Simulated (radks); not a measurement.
Question: All-electron calculation, non-relativistic Kohn-Sham, LB94 model potential, spin-unpolarised, spherical densities, point nucleus. Program: a radial shooting solver on a logarithmic mesh with Libxc functionals. Response by self-consistent Sternheimer equations with the Hartree and adiabatic LDA kernel. For heavy and open-shell atoms this level of theory can miss by tens of per cent. Rank Co, C2+, Ga+, Cd, Mn, Mo3+, Br (NIST ground configurations) by static dipole polarisability, largest first.

Answer: Mn 51.55, Co 40.60, Cd 39.77, Br 20.45, Ga+ 15.24, Mo3+ 5.501, C2+ 4.357 bohr^3.
